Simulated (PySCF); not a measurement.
Removal energies of Se(4+) from EOM-IP-GCCSD

Reference: closed-shell Se(4+), [Ar] 3d10 4s2; one electron is removed. Calculated with PySCF 2.14, two-component X2C-1e with screened spin-orbit coupling, x2c-TZVPPall-2c with one added diffuse shell each of s, p, d type (7s8p5d1f, 63 functions); frozen [Ne]; all 96 virtual spinors kept. No Breit or QED terms. Binding energies in eV.

```tsv
level	Koopmans	second order	EOM-CCSD
3p1/2	238.31	231.16	234.09
3p3/2	232.01	233.54	228.11
3d3/2	122.42	116.10	118.25
3d5/2	121.48	115.24	117.36
4s1/2	65.797	66.602	66.954
```

In EOM-CCSD the overlap with the one-orbital guess is low for 3p3/2 (weight 0.71). That can mean mixing with two-hole, one-particle states, where second order and EOM-CCSD lose accuracy, or only a rotation among the degenerate components of the shell; the terms of those configurations are not listed.

For comparison, the ionisation energy of Se(4+) is 68.3 ± 0.1 eV (semi-empirical (NIST evaluation); NIST Atomic Spectra Database, ionization energies).

Gaps of this size point to the basis (7s8p5d1f), which has few functions of high l to correlate and polarise the inner shells.
